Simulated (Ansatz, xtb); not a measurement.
**Relative energy of two isomers of C3H7AlCl2**

Structure a is `C[CH](C)[Al]([Cl])[Cl]`, a singlet and structure b is `CC[CH2][Al]([Cl])[Cl]`, a singlet. Both are isolated molecules in the gas phase, relaxed with PBE0-D4/def2-SVP; the shapes shown needn't be the lowest conformers.

a (Å):

```
atom    x (Å)    y (Å)    z (Å)
   C  -0.2274  -0.3344   0.5202
   C  -1.5725  -0.9289   0.0908
   C  -2.7395  -0.0161   0.4798
  Al  -1.8093  -2.7174   0.8425
  Cl  -1.8994  -2.9746   2.9281
  Cl  -1.9829  -4.4556  -0.3247
   H  -0.0949   0.6796   0.1029
   H   0.6299  -0.9381   0.1802
   H  -0.1531  -0.2418   1.6165
   H  -1.5701  -1.0520  -1.0075
   H  -2.8238   0.0953   1.5736
   H  -2.6012   0.9976   0.0635
   H  -3.7089  -0.3879   0.1096
```

b (Å):

```xyz
13

C     0.7114    0.1143    0.6526
C    -0.6310   -0.2928    1.2422
C    -1.3575    0.8596    1.9388
Al   -3.0746    0.4400    2.7395
Cl   -3.8768   -1.5003    2.6700
Cl   -4.2248    1.8976    3.7208
H     1.2105   -0.7330    0.1571
H     0.5916    0.9158   -0.0943
H     1.3907    0.4926    1.4337
H    -0.4823   -1.1246    1.9524
H    -1.2706   -0.7091    0.4447
H    -1.5219    1.6993    1.2364
H    -0.7256    1.2918    2.7388
```

Question: Which of the two would you expect CCSD(T)/def2-SVP + ΔMP2/def2-TZVPP electronic energies to favour?

Answer: Structure b; the calculation gives E(b) − E(a) = −0.111 eV.

How the difference moves with the method:

| level | geometry | E(b) − E(a) (eV) | departure from the last row (eV) | job, with rough time for the two |
| --- | --- | --- | --- | --- |
| GFN2-xTB | GFN2-xTB | −0.148 | −0.037 | optimisation, 0.33 s |
| HF/STO-3G | GFN2-xTB | −0.146 | −0.035 | single point, 0.5 s |
| r2SCAN-D4/def2-SVP | GFN2-xTB | −0.127 | −0.016 | single point, 7.5 s |
| PBE0-D4/def2-SVP | PBE0-D4/def2-SVP | −0.097 | +0.015 | optimisation, 62 s |
| HF/def2-SVP | PBE0-D4/def2-SVP | −0.156 | −0.045 | part of the CCSD(T) run |
| MP2/def2-SVP | PBE0-D4/def2-SVP | −0.097 | +0.014 | part of the CCSD(T) run |
| CCSD(T)/def2-SVP | PBE0-D4/def2-SVP | −0.102 | +0.009 | single point |
| CCSD(T)/def2-SVP + ΔMP2/def2-TZVPP | PBE0-D4/def2-SVP | −0.111 |  | single point, 72 s |

As drawn, both hold the same kinds of bond in the same numbers. Structure a has 2 methyl groups, b 1.

None of the levels shown reverses the order. The largest departure from CCSD(T)/def2-SVP + ΔMP2/def2-TZVPP is that of HF/def2-SVP, 0.045 eV. A small imaginary or near-zero mode remains, so no thermal terms are given. The last row adds to CCSD(T) the change of the MP2 difference between the two basis sets, here −0.009 eV.

The correlated steps freeze 18 core orbitals. Run with Ansatz 0.2.0, xtb 6.7.1; the last row on 2 threads of Arm Neoverse V1 on a shared host.
